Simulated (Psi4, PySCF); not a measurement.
Cl$_{2}$, charge -1, doublet, geometry from GFN2-xTB (a state made from the parent by changing its charge; the spin is typed, not shown lowest) (in this run its highest filled SCF level lies above zero, so its values depend strongly on the basis, on diffuse functions most of all), atoms displaced at random by about 0.03 Å a coordinate. Base run: PBE/STO-3G, gradient (PySCF).

Here is a job for PySCF.
```python
from pyscf import gto, scf, dft

mol = gto.M(
    atom='''
Cl   -0.00699098    0.02731781   -1.29607107
Cl   -0.00615833   -0.02333615    1.29461600
''',
    basis='sto-3g',
    charge=-1,
    spin=1,
    verbose=4,
)

mf = dft.UKS(mol)
mf.xc = 'pbe'
mf.kernel()
g = mf.nuc_grad_method()
grad = g.kernel()
```

Programs used: Psi4, PySCF; a row that names a program was run with it.

The coordinate followed is y of atom 2.

The base run was repeated with changes; each row names its change, and settings that it needs were set with it.

```tsv
change	dE/dx (Eh/bohr)	net force (Eh/bohr)
base	0.000151	0.000000
finite difference step (bohr) = 1e-4; conv_tol = 1e-11	0.000141	-
grids.level = 1; grid_response = on	0.000194	0.000000
finite difference step (bohr) = 0.2; conv_tol = 1e-11	0.000136	-
conv_tol = 1e-4	0.000151	0.000000
grids.level = 1; grid_response = off	0.000164	0.000000
density fitting = on	0.000151	0.000000
finite difference step (bohr) = 1e-3; conv_tol = 1e-11	0.000141	-
finite difference step (bohr) = 0.05; conv_tol = 1e-11	0.000140	-
code = psi4	0.000146	0.000000
grids.level = 5; grid_response = on	0.000144	0.000000
density fitting = on; auxbasis_response = off	0.000150	0.000000
```

The net force is zero for an exact gradient.

Open shells are given as the SCF converged; they aren't shown to be the lowest states, and a large step between rows can be another state.
